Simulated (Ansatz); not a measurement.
`[OH][GaH][Br]`, relaxed with RKS PBE-D4/def2-SVP in Ansatz from a rough embedded geometry. The force threshold is 0.03 eV/Å; the program also tests the step.

Total charge 0; spin multiplicity 1.

Start:

```xyz
5

O    -0.514   -0.724    0.979
Ga   -0.385    0.347   -0.545
Br    1.705   -0.251   -1.642
H     0.300   -0.588    1.426
H    -1.106    1.216   -0.218
```

```json
{"step": "1", "energy (eV)": "-124465.9314", "largest force (eV/Å)": "13.800", "largest move (Å)": "0.000"}
{"step": "2", "energy (eV)": "-124467.9860", "largest force (eV/Å)": "3.811", "largest move (Å)": "0.194"}
{"step": "3", "energy (eV)": "-124468.5044", "largest force (eV/Å)": "0.868", "largest move (Å)": "0.193"}
{"step": "4", "energy (eV)": "-124468.5771", "largest force (eV/Å)": "2.209", "largest move (Å)": "0.195"}
{"step": "5", "energy (eV)": "-124468.6008", "largest force (eV/Å)": "2.022", "largest move (Å)": "0.014"}
{"step": "6", "energy (eV)": "-124468.7043", "largest force (eV/Å)": "0.150", "largest move (Å)": "0.074"}
{"step": "7", "energy (eV)": "-124468.7086", "largest force (eV/Å)": "0.775", "largest move (Å)": "0.108"}
{"step": "8", "energy (eV)": "-124468.7166", "largest force (eV/Å)": "0.157", "largest move (Å)": "0.036"}
{"step": "9", "energy (eV)": "-124468.7177", "largest force (eV/Å)": "0.066", "largest move (Å)": "0.016"}
{"step": "10", "energy (eV)": "-124468.7179", "largest force (eV/Å)": "0.002", "largest move (Å)": "0.003"}
```

End:

```xyz
5

O    -0.378   -0.502    1.252
Ga   -0.245    0.366   -0.312
Br    1.595   -0.141   -1.615
H     0.362   -1.120    1.401
H    -1.334    1.397   -0.727
```

Run time 23 s (2 threads of a server CPU on a shared host); peak host memory 0.17 GiB.
